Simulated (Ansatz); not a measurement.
Reaction (cleavage of the Si–Si bond): `O[SiH2][SiH](O)F` + `N[SiH](O)F` → `O[Si@@H](F)N[Si@@H](O)F` + `O[SiH3]`

Computed with Ansatz on PBE0-D4/def2-TZVP structures; ΔE is electronic, products minus reactants. CCSD(T)/CBS adds triple-zeta CCSD(T) − MP2 to the extrapolated MP2 energy (def2 sets, frozen cores). This one scheme is used for every species. Functionals use def2-TZVPP. B3LYP here is the variant with VWN-RPA as its local correlation; programs differ in this. One conformer a species, not always the lowest.

**Question.** Is it downhill or uphill in electronic energy at CCSD(T)/CBS, and by how much? (An estimate is asked.)

**Answer.** Ansatz gave: Downhill: ΔE = -24.9 kcal/mol.

**Question.** What do these levels give: PBE-D4, r2SCAN-D4, B3LYP-D4, ωB97M-V, B2PLYP, B3LYP, HF/def2-TZVPP, SCS-MP2/def2-TZVPP, CCSD/def2-TZVPP, HF/def2-QZVPP, SCS-MP2/def2-QZVPP, CCSD/CBS(def2)? (Best estimate.)

**Answer.** Computed: PBE-D4 -19.3, r2SCAN-D4 -23.9, B3LYP-D4 -23.8, ωB97M-V -25.5, B2PLYP -24.8, B3LYP -23.0, HF/def2-TZVPP -28.3, SCS-MP2/def2-TZVPP -26.9, CCSD/def2-TZVPP -25.9, HF/def2-QZVPP -28.6, SCS-MP2/def2-QZVPP -26.7, CCSD/CBS(def2) -25.2 kcal/mol.

Largest T1 diagnostic among the species: 0.012.

The D4 term adds −0.9 kcal/mol with B3LYP and −0.5 kcal/mol with PBE0; it sums over pairs of atoms, weighted by their polarisabilities, and B3LYP, whose exchange is more repulsive, gets the larger term. In def2-TZVPP, CCSD(T) changes the Hartree–Fock value by +2.8 kcal/mol (the triples alone add +0.3 kcal/mol) and MP2 by +1.3 kcal/mol.
